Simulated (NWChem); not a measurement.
GeH4S2; SMILES [SH][GeH2][SH]

```xyz
7

Ge     0.0000     0.0000    -0.6142
S      1.8490     0.0272     0.6259
S     -1.8490    -0.0272     0.6259
H      0.1008     1.2717    -1.4704
H     -0.1008    -1.2717    -1.4704
H      1.5477    -1.1142     1.2829
H     -1.5477     1.1142     1.2829
```
Atoms are numbered in this order, from 1.

Results from NWChem. All runs use the structure optimised with PBE0/def2-SVP. Ions are spin-unrestricted doublets at the neutral geometry; other ion states weren't tried.

For level B3LYP/def2-SVP:

```yaml
vertical ionisation energy, ΔSCF (eV): 9.20
"−ε(HOMO) (eV)": 6.91
```

Estimate the same quantities for level PBE/def2-SVP.


| Property | Result |
|---|---|
| vertical ionisation energy, ΔSCF (eV) | 8.95 |
| −ε(HOMO) (eV) | 5.96 |
